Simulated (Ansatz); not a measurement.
Reaction (formal exchange of groups at a B–Al bond): `[AlH2][BH][GeH3]` + BH₃ → `B[BH][GeH3]` + `[AlH3]`

Calculated with Ansatz (gas phase, PBE0-D4/def2-TZVP geometries, no zero-point term in ΔE). CCSD(T)/CBS adds triple-zeta CCSD(T) − MP2 to the extrapolated MP2 energy (def2 sets, frozen cores). This one scheme is used for every species. Functionals use def2-TZVPP. For Ge outer-core shells are correlated without core-valence functions, which leaves a few kJ/mol of doubt a bond. Scalar relativity is left out up to krypton.

```tsv
level	ΔE (eV)
PBE-D4	-0.47
revPBE-D4	-0.46
```

Task: What does CCSD(T)/CBS give? (Estimate.)

Result: Computed: -0.32 eV. The listed levels differ from it by -0.15, -0.14 eV.

Task: What do rigid-rotor, harmonic-oscillator terms from PBE0-D4/def2-TZVP frequencies (298.15 K, 1 bar) make of the CCSD(T)/CBS value? (Best estimate.)

Result: The calculation gave: ΔZPE = -0.03 eV, ΔH = -0.36 eV, ΔS = -5 J/(mol·K), ΔG = -0.35 eV. Modes under 50 cm⁻¹ make the entropy rough.

Largest T1 diagnostic among the species: 0.013.

Leaving LDA and LC-ωPBE aside and taking each functional with its dispersion term where it has one, the values, not all of them listed here, spread over 0.27 eV, from B97M-V to BHLYP-D4. LDA lies −0.11 eV from PBE without D4. In def2-TZVPP, CCSD(T) changes the Hartree–Fock value by −0.06 eV (the triples alone add −0.01 eV) and MP2 by −0.08 eV.
